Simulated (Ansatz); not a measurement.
Cu(F) cation (CuF), SMILES [F][Cu] (connectivity only; charge and spin as stated), charge +1, multiplicity 2. Atoms are numbered in the order given.

```xyz
2

Cu     0.0000     0.0000    -0.3916
F      0.0000     0.0000     1.2962
```
Charge +1, spin multiplicity 2.

Coordinates come from a PBE0-D3(BJ)/def2-TZVPD optimisation. The multiplicity is an assumed one; other spin states were not compared.

Two levels are set side by side: PBE-D3(BJ)/def2-TZVPD (Ansatz, a first-principles code) and PBE0-D3(BJ)/def2-TZVPD (Ansatz). Each level has its own optimised geometry; the coordinates shown are those of the second. Differences are taken from unrounded values.

```tsv
quantity	PBE0-D3(BJ)
bond Cu1–F2 (Å)	1.688
```

Question: What does PBE-D3(BJ) give, and how far is it from PBE0-D3(BJ)? (The exact figures need the calculation; the answer reports its results.)

Answer: 
```tsv
quantity	PBE-D3(BJ)	PBE-D3(BJ) minus PBE0-D3(BJ)
bond Cu1–F2 (Å)	1.736	0.048
```
